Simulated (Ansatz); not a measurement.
B₅As₆H₁₈²⁺, a cluster cut from wurtzite BAs (hydrogen-capped). Total charge 2; doublet. Geometry r2SCAN-D4/def2-SVP, that of the charge +1 singlet; atoms count from 1.

Cartesian coordinates in Å:
```
As 1.6778 -1.2965 1.2445
B 1.7098 -0.8231 -0.7581
B -1.3328 -2.3896 -0.2838
As -0.1618 -1.2873 -1.5718
As 1.9620 1.2176 -0.8439
B -1.0262 0.3173 -2.5328
B 0.0864 -0.4670 2.2632
As -1.6142 -1.3339 1.4510
As 0.1334 1.5618 1.8982
B 0.3965 2.2781 -0.0173
As -1.2529 1.8625 -1.2046
H 1.6693 -2.7855 1.4388
H 2.9656 -0.9199 1.9317
H 2.6233 -1.3864 -1.3119
H -0.7027 -3.3649 0.0807
H -2.4056 -2.6230 -0.7924
H 0.1881 -2.2454 -2.6773
H 3.2561 1.6515 -0.2040
H 2.1730 1.6682 -2.2608
H -0.2355 0.7597 -3.3452
H -2.1078 0.0043 -2.9758
H 0.1625 -0.6498 3.4553
H -2.1856 -2.2082 2.5316
H -2.6826 -0.2698 1.3961
H 1.2070 2.1624 2.7671
H -1.0964 2.1945 2.4926
H 0.6272 3.4629 0.0386
H -2.4525 1.7639 -0.2946
H -1.5814 3.1455 -1.9151
```

The gap within one spin of the charge 2 doublet nearly closes, so an electron or hole may be smeared out by delocalisation error.

Problem. Estimate the Mulliken populations from the PBE/def2-SVP orbitals of Ansatz.

Solution. 
```json
{"atom": "As1", "charge (e)": "0.28", "spin (α − β)": "0.05"}
{"atom": "B2", "charge (e)": "-0.34", "spin (α − β)": "0.03"}
{"atom": "B3", "charge (e)": "-0.27", "spin (α − β)": "0.14"}
{"atom": "As4", "charge (e)": "0.26", "spin (α − β)": "0.24"}
{"atom": "As5", "charge (e)": "0.28", "spin (α − β)": "0.05"}
{"atom": "B6", "charge (e)": "-0.27", "spin (α − β)": "0.14"}
{"atom": "B7", "charge (e)": "-0.34", "spin (α − β)": "0.03"}
{"atom": "As8", "charge (e)": "0.23", "spin (α − β)": "0.00"}
{"atom": "As9", "charge (e)": "0.25", "spin (α − β)": "0.04"}
{"atom": "B10", "charge (e)": "-0.34", "spin (α − β)": "0.03"}
{"atom": "As11", "charge (e)": "0.23", "spin (α − β)": "0.00"}
{"atom": "H12", "charge (e)": "0.12", "spin (α − β)": "0.01"}
{"atom": "H13", "charge (e)": "0.11", "spin (α − β)": "0.00"}
{"atom": "H14", "charge (e)": "0.11", "spin (α − β)": "0.00"}
{"atom": "H15", "charge (e)": "0.11", "spin (α − β)": "0.08"}
{"atom": "H16", "charge (e)": "0.12", "spin (α − β)": "0.00"}
{"atom": "H17", "charge (e)": "0.12", "spin (α − β)": "-0.01"}
{"atom": "H18", "charge (e)": "0.11", "spin (α − β)": "0.00"}
{"atom": "H19", "charge (e)": "0.12", "spin (α − β)": "0.01"}
{"atom": "H20", "charge (e)": "0.11", "spin (α − β)": "0.08"}
{"atom": "H21", "charge (e)": "0.12", "spin (α − β)": "0.00"}
{"atom": "H22", "charge (e)": "0.12", "spin (α − β)": "0.02"}
{"atom": "H23", "charge (e)": "0.13", "spin (α − β)": "0.03"}
{"atom": "H24", "charge (e)": "0.07", "spin (α − β)": "0.00"}
{"atom": "H25", "charge (e)": "0.11", "spin (α − β)": "0.00"}
{"atom": "H26", "charge (e)": "0.11", "spin (α − β)": "0.00"}
{"atom": "H27", "charge (e)": "0.12", "spin (α − β)": "0.02"}
{"atom": "H28", "charge (e)": "0.07", "spin (α − β)": "0.00"}
{"atom": "H29", "charge (e)": "0.13", "spin (α − β)": "0.03"}
```
Mulliken values depend strongly on the basis.

Problem. Where does the spin sit?

Solution. Summed by element: As 0.37, B 0.37, H 0.26, of 1 unpaired in all. Largest on single atoms: As4 0.24, B6 0.14, B3 0.14.

Problem. And the Mayer bond orders between heavy atoms (over 0.3)?

Solution. As1–B2 0.87 (2.06 Å); As1–B7 0.92 (2.06 Å); B2–As4 0.92 (2.09 Å); B2–As5 0.87 (2.06 Å); B3–As4 0.80 (2.06 Å); B3–As8 0.89 (2.05 Å); As4–B6 0.80 (2.06 Å); As5–B10 0.92 (2.06 Å); B6–As11 0.89 (2.05 Å); B7–As8 0.88 (2.07 Å); B7–As9 0.88 (2.06 Å); As9–B10 0.88 (2.06 Å); B10–As11 0.88 (2.07 Å).
